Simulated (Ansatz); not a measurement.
Ansatz (a program for electronic structure) input (B3LYP-D3(BJ)/def2-TZVP):

Ansatz 0.2 input:
```yaml
crystal:
  periodic: [false, false, false]
  atoms:
    - {symbol: C, position_ang: [-3.53978944, 0.83099863, -0.46024481]}
    - {symbol: C, position_ang: [-2.14769823, 1.04419551, 0.12683645]}
    - {symbol: C, position_ang: [-1.13447689, 0.00381069, -0.34491823]}
    - {symbol: C, position_ang: [0.26050994, 0.21361773, 0.24050157]}
    - {symbol: C, position_ang: [1.25840749, -0.83257537, -0.24031857]}
    - {symbol: S, position_ang: [2.93529139, -0.66828794, 0.39728863]}
    - {symbol: H, position_ang: [-4.24249016, 1.58754944, -0.10673972]}
    - {symbol: H, position_ang: [-3.51794099, 0.88096137, -1.55157055]}
    - {symbol: H, position_ang: [-3.93750268, -0.14823525, -0.18295312]}
    - {symbol: H, position_ang: [-1.78613880, 2.04283359, -0.13828261]}
    - {symbol: H, position_ang: [-2.20249947, 1.02148919, 1.21989300]}
    - {symbol: H, position_ang: [-1.07795228, 0.02536735, -1.43929191]}
    - {symbol: H, position_ang: [-1.49467536, -0.99686606, -0.07993410]}
    - {symbol: H, position_ang: [0.63001221, 1.20765343, -0.02550035]}
    - {symbol: H, position_ang: [0.21370445, 0.18643879, 1.33250270]}
    - {symbol: H, position_ang: [1.34158026, -0.82958729, -1.33327043]}
    - {symbol: H, position_ang: [0.92752328, -1.84528069, 0.01739052]}
basis:
  gaussian:
    orbitals: def2-TZVP
hamiltonian:
  xc: b3lyp
  dispersion: d3bj
magnetization: {spin_polarized: true, initial_magnetization: 1}
phonons: {temperatures: {t_min: 298.15, t_max: 298.15, t_step: 100}}
```

Output:

```
Functional definition: B3LYP
integrals: 0.22 GiB planned
1655 factors; their error is unknown
0.33 GiB of the device are held for the grids
1.62 GiB of device memory are held for the factors and their scratch space
mean field: 1.81 GiB planned
mean field evaluation 1: about -16185.9426 eV, gradient 5.8e1 eV
mean field evaluation 2: about -16149.8175 eV, gradient 9.3e1 eV
mean field evaluation 4: about -16202.1377 eV, gradient 4.7e0 eV
mean field evaluation 8: about -16202.2501 eV, gradient 1.4e-1 eV
mean field evaluation 16: about -16202.2269 eV, gradient 6.0e-4 eV
mean field evaluation 32: about -16202.2269 eV, gradient 5.2e-6 eV
mean field -16202.22689426 eV, -595.4208561003 hartree, gradient 5.2e-6 eV, S^2 0.754028; 1 other end points of the search recorded, 0 dependent functions left out
the calculation of the forces begins
reference -16202.22722489 eV, -595.4208682508 hartree; 29, 28 occupied and 229, 230 virtual orbitals, 1655 factors
these checks for a lower state are left out or cut short: stability, starts, cluster_reference, orbital_swaps, neighbouring_geometries, increment
integrals: 0.22 GiB planned
1655 factors; their error is unknown
0.33 GiB of the device are held for the grids
1.62 GiB of device memory are held for the factors and their scratch space
mean field: 1.81 GiB planned
mean field -16202.22673210 eV, -595.4208501409 hartree, gradient 2.4e-6 eV, S^2 0.754028; 0 other end points of the search recorded, 0 dependent functions left out
the calculation of the forces begins
reference -16202.22706275 eV, -595.4208622920 hartree; 29, 28 occupied and 229, 230 virtual orbitals, 1655 factors
these checks for a lower state are left out or cut short: stability, starts, cluster_reference, orbital_swaps, neighbouring_geometries, increment
integrals: 0.22 GiB planned
1655 factors; their error is unknown
0.33 GiB of the device are held for the grids
1.62 GiB of device memory are held for the factors and their scratch space
mean field: 1.81 GiB planned
mean field -16202.22672043 eV, -595.4208497119 hartree, gradient 2.4e-6 eV, S^2 0.754028; 0 other end points of the search recorded, 0 dependent functions left out
the calculation of the forces begins
reference -16202.22705104 eV, -595.4208618617 hartree; 29, 28 occupied and 229, 230 virtual orbitals, 1655 factors
these checks for a lower state are left out or cut short: stability, starts, cluster_reference, orbital_swaps, neighbouring_geometries, increment
integrals: 0.22 GiB planned
1655 factors; their error is unknown
0.33 GiB of the device are held for the grids
1.62 GiB of device memory are held for the factors and their scratch space
mean field: 1.81 GiB planned
mean field -16202.22669984 eV, -595.4208489553 hartree, gradient 2.7e-6 eV, S^2 0.754028; 0 other end points of the search recorded, 0 dependent functions left out
the calculation of the forces begins
reference -16202.22703053 eV, -595.4208611080 hartree; 29, 28 occupied and 229, 230 virtual orbitals, 1655 factors
these checks for a lower state are left out or cut short: stability, starts, cluster_reference, orbital_swaps, neighbouring_geometries, increment
integrals: 0.22 GiB planned
1655 factors; their error is unknown
0.33 GiB of the device are held for the grids
1.62 GiB of device memory are held for the factors and their scratch space
mean field: 1.82 GiB planned
mean field -16202.22677306 eV, -595.4208516462 hartree, gradient 2.7e-6 eV, S^2 0.754028; 0 other end points of the search recorded, 0 dependent functions left out
[...]
these checks for a lower state are left out or cut short: stability, starts, cluster_reference, orbital_swaps, neighbouring_geometries, increment
integrals: 0.22 GiB planned
1655 factors; their error is unknown
0.33 GiB of the device are held for the grids
1.62 GiB of device memory are held for the factors and their scratch space
mean field: 1.81 GiB planned
mean field evaluation 416: about -16202.2268 eV, gradient 2.8e-6 eV
mean field -16202.22684012 eV, -595.4208541108 hartree, gradient 2.8e-6 eV, S^2 0.754028; 0 other end points of the search recorded, 0 dependent functions left out
the calculation of the forces begins
reference -16202.22717076 eV, -595.4208662615 hartree; 29, 28 occupied and 229, 230 virtual orbitals, 1655 factors
these checks for a lower state are left out or cut short: stability, starts, cluster_reference, orbital_swaps, neighbouring_geometries, increment
integrals: 0.22 GiB planned
1655 factors; their error is unknown
0.33 GiB of the device are held for the grids
1.62 GiB of device memory are held for the factors and their scratch space
mean field: 1.81 GiB planned
mean field -16202.22677796 eV, -595.4208518262 hartree, gradient 2.8e-6 eV, S^2 0.754027; 0 other end points of the search recorded, 0 dependent functions left out
the calculation of the forces begins
reference -16202.22710858 eV, -595.4208639764 hartree; 29, 28 occupied and 229, 230 virtual orbitals, 1655 factors
these checks for a lower state are left out or cut short: stability, starts, cluster_reference, orbital_swaps, neighbouring_geometries, increment
integrals: 0.22 GiB planned
1655 factors; their error is unknown
0.33 GiB of the device are held for the grids
1.62 GiB of device memory are held for the factors and their scratch space
mean field: 1.81 GiB planned
mean field -16202.22687338 eV, -595.4208553327 hartree, gradient 2.8e-6 eV, S^2 0.754028; 0 other end points of the search recorded, 0 dependent functions left out
the calculation of the forces begins
reference -16202.22720401 eV, -595.4208674833 hartree; 29, 28 occupied and 229, 230 virtual orbitals, 1655 factors
these checks for a lower state are left out or cut short: stability, starts, cluster_reference, orbital_swaps, neighbouring_geometries, increment
integrals: 0.22 GiB planned
1655 factors; their error is unknown
0.34 GiB of the device are held for the grids
1.62 GiB of device memory are held for the factors and their scratch space
mean field: 1.81 GiB planned
mean field -16202.22687392 eV, -595.4208553527 hartree, gradient 2.8e-6 eV, S^2 0.754028; 0 other end points of the search recorded, 0 dependent functions left out
the calculation of the forces begins
reference -16202.22720455 eV, -595.4208675031 hartree; 29, 28 occupied and 229, 230 virtual orbitals, 1655 factors
these checks for a lower state are left out or cut short: stability, starts, cluster_reference, orbital_swaps, neighbouring_geometries, increment
integrals: 0.22 GiB planned
1655 factors; their error is unknown
0.33 GiB of the device are held for the grids
1.62 GiB of device memory are held for the factors and their scratch space
mean field: 1.81 GiB planned
mean field evaluation 448: about -16202.2269 eV, gradient 6.4e-3 eV
mean field -16202.22690253 eV, -595.4208564040 hartree, gradient 1.3e-6 eV, S^2 0.754027; 0 other end points of the search recorded, 0 dependent functions left out
the calculation of the forces begins
reference -16202.22723316 eV, -595.4208685547 hartree; 29, 28 occupied and 229, 230 virtual orbitals, 1655 factors
these checks for a lower state are left out or cut short: stability, starts, cluster_reference, orbital_swaps, neighbouring_geometries, increment
integrals: 0.22 GiB planned
1655 factors; their error is unknown
0.34 GiB of the device are held for the grids
1.62 GiB of device memory are held for the factors and their scratch space
mean field: 1.81 GiB planned
mean field -16202.22685960 eV, -595.4208548265 hartree, gradient 1.4e-6 eV, S^2 0.754028; 0 other end points of the search recorded, 0 dependent functions left out
the calculation of the forces begins
reference -16202.22719023 eV, -595.4208669768 hartree; 29, 28 occupied and 229, 230 virtual orbitals, 1655 factors
these checks for a lower state are left out or cut short: stability, starts, cluster_reference, orbital_swaps, neighbouring_geometries, increment
integrals: 0.22 GiB planned
1655 factors; their error is unknown
0.33 GiB of the device are held for the grids
1.62 GiB of device memory are held for the factors and their scratch space
mean field: 1.81 GiB planned
mean field -16202.22686667 eV, -595.4208550864 hartree, gradient 6.7e-7 eV, S^2 0.754028; 0 other end points of the search recorded, 0 dependent functions left out
the calculation of the forces begins
reference -16202.22719730 eV, -595.4208672368 hartree; 29, 28 occupied and 229, 230 virtual orbitals, 1655 factors
these checks for a lower state are left out or cut short: stability, starts, cluster_reference, orbital_swaps, neighbouring_geometries, increment
integrals: 0.22 GiB planned
1655 factors; their error is unknown
0.33 GiB of the device are held for the grids
1.62 GiB of device memory are held for the factors and their scratch space
mean field: 1.81 GiB planned
mean field -16202.22689442 eV, -595.4208561060 hartree, gradient 3.0e-6 eV, S^2 0.754027; 0 other end points of the search recorded, 0 dependent functions left out
the calculation of the forces begins
reference -16202.22722505 eV, -595.4208682565 hartree; 29, 28 occupied and 229, 230 virtual orbitals, 1655 factors
these checks for a lower state are left out or cut short: stability, starts, cluster_reference, orbital_swaps, neighbouring_geometries, increment
integrals: 0.22 GiB planned
1655 factors; their error is unknown
0.33 GiB of the device are held for the grids
1.62 GiB of device memory are held for the factors and their scratch space
mean field: 1.81 GiB planned
mean field evaluation 480: about -16202.2413 eV, gradient 4.6e-1 eV
mean field -16202.22677657 eV, -595.4208517752 hartree, gradient 3.0e-6 eV, S^2 0.754027; 0 other end points of the search recorded, 0 dependent functions left out
the calculation of the forces begins
reference -16202.22710714 eV, -595.4208639236 hartree; 29, 28 occupied and 229, 230 virtual orbitals, 1655 factors
these checks for a lower state are left out or cut short: stability, starts, cluster_reference, orbital_swaps, neighbouring_geometries, increment
integrals: 0.22 GiB planned
1655 factors; their error is unknown
0.33 GiB of the device are held for the grids
1.62 GiB of device memory are held for the factors and their scratch space
mean field: 1.81 GiB planned
mean field -16202.22681761 eV, -595.4208532833 hartree, gradient 6.3e-7 eV, S^2 0.754028; 0 other end points of the search recorded, 0 dependent functions left out
the calculation of the forces begins
reference -16202.22714830 eV, -595.4208654359 hartree; 29, 28 occupied and 229, 230 virtual orbitals, 1655 factors
Total energy: -16202.85457254 eV, -595.4439228516 hartree
Atom 0 at    -3.539789     0.830999    -0.460245 Å, force     0.000618    -0.000256    -0.000003 eV/Å
Atom 1 at    -2.147698     1.044196     0.126836 Å, force    -0.000667     0.000222    -0.000038 eV/Å
Atom 2 at    -1.134477     0.003811    -0.344918 Å, force     0.000147     0.000184     0.000184 eV/Å
Atom 3 at     0.260510     0.213618     0.240502 Å, force     0.000485     0.000141     0.000255 eV/Å
Atom 4 at     1.258407    -0.832575    -0.240319 Å, force    -0.000724     0.000273    -0.000016 eV/Å
Atom 5 at     2.935291    -0.668288     0.397289 Å, force     0.000405    -0.000091     0.000056 eV/Å
Atom 6 at    -4.242490     1.587549    -0.106740 Å, force    -0.000124     0.000238     0.000141 eV/Å
Atom 7 at    -3.517941     0.880961    -1.551571 Å, force    -0.000083    -0.000223    -0.000057 eV/Å
Atom 8 at    -3.937503    -0.148235    -0.182953 Å, force    -0.000032    -0.000100    -0.000220 eV/Å
Atom 9 at    -1.786139     2.042834    -0.138283 Å, force     0.000269    -0.000016    -0.000201 eV/Å
Atom 10 at    -2.202499     1.021489     1.219893 Å, force     0.000169    -0.000262     0.000127 eV/Å
Atom 11 at    -1.077952     0.025367    -1.439292 Å, force    -0.000136    -0.000166     0.000346 eV/Å
Atom 12 at    -1.494675    -0.996866    -0.079934 Å, force     0.000053     0.000298    -0.000272 eV/Å
Atom 13 at     0.630012     1.207653    -0.025500 Å, force    -0.000081     0.000158    -0.000260 eV/Å
Atom 14 at     0.213704     0.186439     1.332503 Å, force    -0.000212    -0.000162     0.000166 eV/Å
Atom 15 at     1.341580    -0.829587    -1.333270 Å, force    -0.000075    -0.000199     0.000002 eV/Å
Atom 16 at     0.927523    -1.845281     0.017391 Å, force    -0.000011    -0.000041    -0.000208 eV/Å
Dipole moment:    -0.378701    -0.001587    -0.117288 e Å
Vibrations: 62.89 105.74 116.10 142.44 245.67 264.08 342.28 450.21 452.03 734.54 738.31 785.10 904.32 907.61 1011.32 1027.13 1046.26 1066.52 1128.67 1220.79 1232.04 1282.66 1306.07 1325.57 1335.39 1370.80 1400.79 1416.19 1428.22 1486.53 1490.52 1499.98 1501.06 1513.02 2998.22 3001.83 3008.27 3015.18 3019.63 3026.36 3032.31 3044.61 3071.72 3085.37 3091.82 cm⁻¹, zero-point energy 4.075125 eV
```

It need not be the lowest isomer of its formula.
